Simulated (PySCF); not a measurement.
Job for PySCF: R-M06-2X/6-31G* on C2H8OSi (a complex).

```python
from pyscf import gto, scf, dft, mp
from pyscf.data.elements import chemcore

mol = gto.M(
    atom='''
    C    -0.35515557   -0.46886143   -0.01820082
    C     0.46626090    0.57046372    0.00286403
    H    -1.16453212   -0.53940923   -0.73511532
    H    -0.24691999   -1.28367929    0.68632390
    H     1.27204872    0.63552487    0.72348020
    H     0.36671368    1.39421373   -0.69384890
    O     0.69434957   -0.96154500    3.16586485
    Si   -0.31911061    0.23147692    3.70735195
    H     1.56615660   -1.02987208    3.56172971
    H    -0.42006095    0.20039154    5.18869494
    H    -1.63633188   -0.04232452    3.10532533
    H     0.15429597    1.57815498    3.30770394
    ''',
    basis='6-31g*',
    cart=True,
    charge=0, spin=0, verbose=3, max_memory=1800)
mf = dft.RKS(mol, xc='m062x')
mf.conv_tol = 1e-8
mf.max_cycle = 100
mf.kernel()
if not mf.converged:
    mf = mf.newton().run(mf.mo_coeff, mf.mo_occ)
```

Output:

```
converged SCF energy = -445.599129213644
```

The calculation finished and met its thresholds.

Cost: roughly 27 core-seconds.
